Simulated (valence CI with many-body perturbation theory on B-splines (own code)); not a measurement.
E1 line list for Hf

Calculated by configuration interaction combined with many-body perturbation theory (CI+MBPT): four valence electrons over a frozen Dirac-Fock core [Xe] 4f14, radial functions for each j: 7 s, 7 p, 8 d, 6 f, 4 g, 1 h, with the one-electron correlation potential Σ1, the two-electron term Σ2, the three-electron term Σ3, Breit, model QED; selected CI, second order for the rest, scaled by the run's own slope (own B-spline code, finite nucleus).

Against 28 measured levels this calculation errs by 252 cm⁻¹ on average and by 727 at most. These come from a selection out of the NIST Handbook of Basic Atomic Spectroscopic Data. Levels without a partner in it may be off by more, other configurations by 1,000 to 4,000 cm⁻¹. Among the levels kept, up to 870 cm⁻¹ of a level comes from second order outside the variational space, and about a tenth of that is noise between levels of different J, which matters for small intervals.

Lines 101 to 150 of 558 in falling wavelength, among levels below 45820 cm⁻¹, chosen from the strongest by gf and those to the six lowest levels. Wavelengths and rates use the calculated energies, so an error of 300 cm⁻¹ moves a line at 1024 nm by 3.1 % and its rate by three times that or more. Electric multipoles are in the length gauge, E1 and E2 with the static RPA response of the core. Weak lines are less certain than strong ones. Lines between different terms over intervals too small for the method are left out, as are lines whose strength nearly cancels. Where a level lies close to another of its J and parity, the split of strength between their lines is uncertain. The highest levels of a list are the least certain.

Names give the largest LS component (configuration and term), which can be under half, so a name can repeat, a term be missing and a line seem to break the LS rules; names also repeat where a configuration has a term twice. Letters in brackets count levels of one name in rising energy.

```
λ vac (nm)  λ from measured levels              Upper              Lower   A (s⁻¹)  log gf  Branch %
      1072                          5d²6s6p ³G°_5 [b]         5d³6s ³H_6  4.05e+06   -0.12      38.7
      1063                          5d²6s6p ³D°_2 [e]     5d³6s ³F_3 [b]  2.53e+06   -0.67       1.1
      1025                          5d²6s6p ³D°_1 [b]     5d³6s ³D_1 [a]  2.48e+06   -0.93       2.2
      1024                    1043      5d6s²6p ³D°_2        5d²6s² ³P_1  6.28e+05   -1.31      28.7
      1008                              5d²6s6p ³H°_5         5d³6s ³H_6  2.31e+06   -0.41      23.2
     995.7                          5d²6s6p ³F°_4 [d]     5d³6s ³F_4 [b]  8.91e+05   -0.92       1.8
     995.4                          5d²6s6p ⁵D°_4 [a]         5d³6s ⁵F_5  3.26e+06   -0.36      53.3
     988.5                          5d²6s6p ³G°_3 [e]         5d³6s ³H_4  3.60e+06   -0.43       2.8
     984.3                          5d²6s6p ⁵D°_3 [a]         5d³6s ⁵F_4  2.31e+06   -0.63      21.3
     978.7                               5d6s²6d ³D_2  5d²6s6p ³D°_1 [b]  1.40e+06   -1.00       1.6
     977.7                          5d²6s6p ³G°_4 [d]         5d³6s ³H_5  1.27e+06   -0.79       0.5
     977.4                          5d²6s6p ³D°_2 [b]     5d³6s ³D_2 [a]  1.36e+06   -1.01       1.7
     975.4                              5d²6s6p ⁵P°_2         5d³6s ⁵P_3  1.64e+06   -0.93      14.4
     967.1                              5d²6s6p ³H°_4         5d³6s ³G_5  2.92e+06   -0.43      21.9
     965.1                          5d²6s6p ³D°_3 [a]     5d³6s ³D_3 [a]  2.70e+06   -0.58       6.0
     964.3                               5d6s²6d ³F_2  5d²6s6p ³D°_1 [b]  2.28e+06   -0.80       4.7
     952.7                          5d²6s6p ⁵D°_2 [a]         5d³6s ⁵F_3  3.00e+06   -0.69      34.4
     942.5                          5d²6s6p ³F°_4 [b]         5d³6s ³H_5  4.23e+06   -0.29       5.0
     928.9                          5d²6s6p ³F°_3 [c]         5d³6s ³H_4  9.61e+05   -1.06       0.5
     923.0                              5d²6s6p ³H°_6         5d³6s ³H_6  1.56e+06   -0.59      31.7
     918.8                          5d²6s6p ³D°_3 [d]         5d³6s ¹G_4  2.22e+06   -0.71       0.8
     915.3                          5d²6s6p ⁵D°_1 [a]         5d³6s ⁵F_2  3.83e+06   -0.84      55.4
     912.0                   925.3      5d6s²6p ³P°_2        5d²6s² ³P_2  1.47e+06   -1.04      47.9
     902.6                          5d²6s6p ³F°_3 [d]     5d³6s ³F_3 [b]  1.44e+06   -0.91       3.3
     896.8                          5d²6s6p ³F°_3 [b]         5d³6s ³G_4  5.14e+06   -0.36      17.9
     896.5                          5d²6s6p ³F°_2 [b]         5d³6s ³G_3  3.22e+06   -0.71       4.6
     893.5                          5d²6s6p ³G°_4 [b]         5d³6s ³G_5  2.92e+06   -0.50       6.4
     875.1                              5d²6s6p ⁵P°_3         5d³6s ⁵P_3  1.73e+06   -0.86       5.1
     872.9                               5d6s²7s ³D_2      5d6s²6p ¹F°_3  1.55e+06   -1.05       2.6
     861.9                          5d²6s6p ³G°_3 [a]         5d³6s ⁵F_4  1.30e+06   -0.99      12.6
     844.0                   864.2      5d6s²6p ³P°_1        5d²6s² ³P_1  1.18e+06   -1.42      28.5
     834.2                   854.9      5d6s²6p ³P°_0        5d²6s² ³P_1  4.02e+06   -1.38     100.0
     833.2                           5d6s6p² ⁵F_2 [a]  5d²6s6p ³G°_3 [b]  2.88e+06   -0.82       5.5
     813.8                               5d6s²7s ³D_3  5d²6s6p ⁵D°_4 [a]  1.46e+06   -0.99       1.3
     788.0                   799.7      5d6s²6p ³P°_1        5d²6s² ¹D_2  1.79e+06   -1.30      43.0
     786.1                   784.8      5d6s²6p ³D°_3        5d²6s² ¹D_2  7.43e+05   -1.32      31.9
     780.4                           5d6s6p² ⁵F_3 [a]  5d²6s6p ³G°_4 [a]  2.27e+06   -0.84       5.2
     779.2                   792.3      5d6s²6p ³P°_1        5d²6s² ³P_0  9.14e+05   -1.60      22.0
     774.8                               5d²6s7s ³F_4  5d²6s6p ⁵D°_4 [b]  1.31e+06   -0.98       1.9
     769.7                           5d²6s7s ³F_2 [b]  5d²6s6p ³G°_3 [b]  1.95e+06   -1.06       3.0
     765.1                             5d³6s ³D_2 [b]      5d6s²6p ¹F°_3  3.03e+06   -0.88       8.5
     764.2                               5d²6s7s ⁵F_5  5d²6s6p ³G°_5 [a]  1.53e+06   -0.83       1.4
     759.5                   762.6      5d6s²6p ¹F°_3        5d²6s² ¹G_4  6.23e+06   -0.42      54.9
     749.4                               5d6s²6d ¹G_4  5d²6s6p ³G°_3 [c]  1.17e+06   -1.05       1.7
     748.3                   756.5      5d6s²6p ³P°_2        5d²6s² ³P_1  5.05e+05   -1.67      16.5
     743.1                           5d6s6p² ⁵F_3 [b]  5d²6s6p ³G°_4 [a]  2.93e+06   -0.77       4.1
     738.4                          5d²6s6p ³F°_4 [a]         5d³6s ⁵F_5  1.18e+06   -1.06       3.5
     733.7                              5d²6s6p ³H°_5         5d³6s ³G_4  1.22e+06   -0.97      12.2
     729.0                              5d²6s6p ³H°_6         5d³6s ³G_5  2.25e+06   -0.63      45.8
     725.0                               5d²6s7s ³F_3  5d²6s6p ³F°_3 [a]  2.89e+06   -0.80       4.1
```

(1) How does gf follow from A for the line at 779.2 nm?

Results:

(1) gf = 1.4992 × (2J+1)_upper × A / σ², with σ = 12834 cm⁻¹ and 2J+1 = 3: gf = 0.0250.
